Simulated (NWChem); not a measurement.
System: C$_{3}$H$_{4}$BCl; SMILES C#CB(C)Cl

Input file for NWChem:

```
start job
memory heap 200 mb stack 900 mb global 1100 mb
geometry units angstroms
  B      0.260760    -0.211820     0.228909
  C     -1.013683    -0.978397    -0.039433
  C     -2.037433    -1.573240    -0.262677
  H     -2.929198    -2.097454    -0.453672
  Cl     0.406275     1.364708    -0.429908
  C      1.430125    -0.849874     1.079119
  H      2.225845    -0.148034     1.313540
  H      1.874875    -1.683180     0.535090
  H      1.057295    -1.268532     2.012378
end
basis spherical
  * library def2-svp
end
dft
  xc pbe0
  iterations 150
end
driver
  maxiter 120
end
task dft optimize
task dft freq
```

The level has its own optimisation; frequencies are unscaled. Brackets give each atom's bonded neighbours.

Task: Give the results of this calculation. (PBE0/def2-SVP.) Quantities: r B–C [B(CCCl)–C(BC)] (Å); r B–Cl (Å); r B–C [B(CCCl)–C(BHHH)] (Å); r C–C (Å); highest harmonic frequency (cm⁻¹); lowest (cm⁻¹); zero-point energy (kcal/mol); dipole (D).

Result: r B–C [B(CCCl)–C(BC)] (Å): 1.526
r B–Cl (Å): 1.764
r B–C [B(CCCl)–C(BHHH)] (Å): 1.561
r C–C (Å): 1.218
highest harmonic frequency (cm⁻¹): 3476
lowest (cm⁻¹): 18
zero-point energy (kcal/mol): 38.2
dipole (D): 1.54
